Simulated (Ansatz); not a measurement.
Mulliken charges of `O=C=[N][Ga]([F])[F]` from B3LYP/def2-TZVPP in Ansatz (PBE0-D4/def2-TZVP geometry).

```csv
atom,x (Å),y (Å),z (Å),charge (e)
O1,2.042,-1.866,0.596,-0.180
C2,1.076,-1.227,0.540,0.252
N3,0.039,-0.611,0.546,-0.243
Ga4,-0.762,0.758,-0.300,0.854
F5,0.001,1.639,-1.579,-0.347
F6,-2.355,1.243,0.152,-0.337
```

Question: By hand: the dipole of these point charges (1 e Å = 4.8032 D).

Answer: Σ q r = (0.037, -0.165, 0.137) e Å, of length 0.218 e Å = 1.05 D.

Question: How does the dipole of the full density compare? (Estimate.)

Answer: The calculation gave: (-0.015, -0.043, 0.050) e Å, 0.32 D; the point charges give 3.28 times that, at 25° from its direction.

Point charges leave out the atoms' own dipoles, such as those of lone pairs, and Mulliken's split depends on the basis, so the two needn't agree.

B3LYP here is the variant with VWN-RPA as its local correlation; programs differ in this.
